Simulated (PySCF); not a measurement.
C3H6Cl2Si, SMILES C/C=C/[SiH](Cl)Cl. Heavy atoms are numbered as in [CH3:1]/[CH:2]=[CH:3]/[SiH:4]([Cl:5])[Cl:6]. Hydrogens are named by the atom that carries them.

Geometry: B3LYP-D3(BJ)/def2-SVP. The structure was generated by enumeration; whether it is a known compound was not checked. Other conformers were not sampled.

Method: PySCF with KT2/pcSseg-1.

GIAO shieldings, no solvent; atoms alike by connectivity are averaged. δ = σ(ref) − σ: ¹³C against TMS (σ = 185.1 ppm); ²⁹Si against TMS (σ = 361.9 ppm); ³⁵Cl against HCl (σ = 945.4 ppm); ¹H against TMS (σ = 31.47 ppm), references at their B3LYP-D3(BJ)/def2-TZVP geometries, non-relativistic (without spin–orbit terms, shifts of atoms bonded to Cl or Br come out too high).

Computed chemical shifts:
| nucleus | atoms | count | δ (ppm) |
|---|---|---|---|
| ¹³C | C2 (CH) | 1 | 148.6 |
| ¹³C | C3 (CH) | 1 | 127.7 |
| ¹³C | C1 (CH3) | 1 | 28.0 |
| ²⁹Si | Si4 (SiH) | 1 | 19.3 |
| ³⁵Cl | Cl5 | 2 | 106.0 |
| ¹H | H on C2 | 1 | 6.51 |
| ¹H | H on C3 | 1 | 6.05 |
| ¹H | H on Si4 | 1 | 5.99 |
| ¹H | H on C1 | 3 | 2.29 |
